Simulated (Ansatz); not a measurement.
Relaxation of C₂H₇BSi (11 atoms, charge 0, multiplicity 1), to a largest force component of 0.015 eV/Å in at most 40 steps.

These are results of RKS PBE/def2-SVP (Ansatz 0.2.0), not measurements.

```xyz
11
Properties=species:S:1:pos:R:3:forces:R:3
C 0.213 2.202 -0.190 -0.58 3.94 -2.17
C 0.168 1.015 0.317 -0.22 -4.24 0.56
B -0.199 -0.238 -0.569 0.62 1.13 1.38
Si -0.071 -1.999 0.235 1.78 -0.26 -0.27
H 0.405 3.093 0.408 0.35 0.49 0.30
H -0.076 2.435 -1.248 0.24 -0.29 0.41
H 0.444 0.883 1.370 -0.02 -0.05 0.33
H -0.398 -0.103 -1.706 -0.39 0.34 -1.38
H -1.269 -2.760 0.137 -1.39 -1.03 0.00
H 0.414 -1.854 1.623 0.01 -0.16 0.64
H 1.051 -2.757 -0.512 -0.39 0.14 0.18
```

Where does it end, and by what steps?

It converged. After 8 steps the energy has fallen by 0.425 eV; H10 moved furthest, 0.36 Å.

```
step  energy less start (eV)  largest force component (eV/Å)  accepted
   0                  0.0000                           4.241       yes
   1                 -0.2781                           1.378       yes
   2                 -0.3796                           0.757       yes
   3                 -0.3552                           1.673        no
   4                 -0.4179                           0.235       yes
   5                 -0.4216                           0.192       yes
   6                 -0.4230                           0.091       yes
   7                 -0.4246                           0.027       yes
   8                 -0.4249                           0.005       yes
```

```xyz
11
Properties=species:S:1:pos:R:3
C 0.156 2.315 -0.238
C 0.220 1.084 0.337
B -0.098 -0.195 -0.471
Si -0.003 -2.085 0.245
H 0.383 3.247 0.310
H -0.131 2.427 -1.299
H 0.515 1.039 1.403
H -0.422 -0.050 -1.641
H -1.317 -2.801 0.032
H 0.343 -2.193 1.711
H 1.035 -2.871 -0.524
```

The run took 31 s on 2 threads of AMD EPYC (Zen 3), on a shared host, peak memory 0.14 GiB.
